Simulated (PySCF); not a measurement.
Gas-phase reaction: 4 GaH(CH3)2 + H2 + C4H6 (butadiene) → 4 Ga(CH3)3, at 2500 K and a standard pressure of 1 bar. Level: PBE0/def2-SVP†.

Computed with PySCF and rigid-rotor harmonic-oscillator thermochemistry at 1 bar. † marks an energy on the PBE0/def2-TZVP geometry and frequencies. All species are closed-shell singlets. Ga: all electrons, no relativistic terms. Methyl groups turn as free rotors in GaH(CH3)2, Ga(CH3)3. GaH(CH3)2: computed as isolated molecules; such fragments, hydroxides, amides, oligomers or adducts are transient or little studied in the gas. The harmonic model lacks anharmonicity and excited electronic states, which grow with temperature; levels with a mode under 35 cm⁻¹ are left out. Internal rotation in C4H6 (butadiene) is treated as a harmonic vibration of one conformer, which makes the entropy rough.

```tsv
species	E (Ha)	H(2500 K) − E (kJ/mol)	S°(2500 K) (J/mol/K)
GaH(CH3)2	-2004.60752	603.1	644.4
H2	-1.16365	103.7	194.8
C4H6 (butadiene)	-155.68002	627.6	600.6
Ga(CH3)3	-2043.85447	797.0	775.6
```
E: electronic energy; H − E holds the zero-point and thermal terms. 1 Ha = 2625.5 kJ/mol.

Q: Work out ΔH°, ΔS°, ΔG° and log10 K from these numbers.

A: 1. ΔE = 4×(-2043.85447) − 4×(-2004.60752) − 1×(-1.16365) − 1×(-155.68002) = -0.14413 Ha = -378.4 kJ.
2. Δ(H − E) = 4×(797.0) − 4×(603.1) − 1×(103.7) − 1×(627.6) = 44.3 kJ, so ΔH° = -334.1 kJ.
3. ΔS° = 4×(775.6) − 4×(644.4) − 1×(194.8) − 1×(600.6) = -270.6 J/K; the number of gas molecules changes by -2.
4. ΔG° = ΔH° − TΔS° = -334.1 − 2500×(-270.6)/1000 = 342.4 kJ.
5. log10 K = −ΔG°/(RT ln 10) = -7.15, with RT ln 10 = 47.86 kJ/mol; at standard pressures the reactants are favoured.
6. A shift of 10 kJ in ΔE would move log10 K by 0.21 here.
For scale, ΔH°(298 K) is -331 kJ at this level, -325 kJ at ωB97M-V/def2-TZVP†, and runs from -365 to -255 kJ over the 18 levels computed.
